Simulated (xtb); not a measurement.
Harmonic IR lines of one isomer of CH3BO, unscaled. Method: GFN2-xTB run with xtb.

```csv
wavenumber (cm⁻¹),relative intensity
256,6.0
381,100
480,26
584,96
708,7.2
1011,78
1081,92
1269,21
1635,42
2873,39
2959,14
3583,7.6
```

**Question.** Say which structure gives these lines.
(A) `CB=O`
(B) `B1CO1`
(C) `[H]/B=C/O` (B–C–O–H torsion 0°)
(D) `C=BO` (C–B–O–H torsion 180°)

**Answer.** C, `[H]/B=C/O` (B–C–O–H torsion 0°)
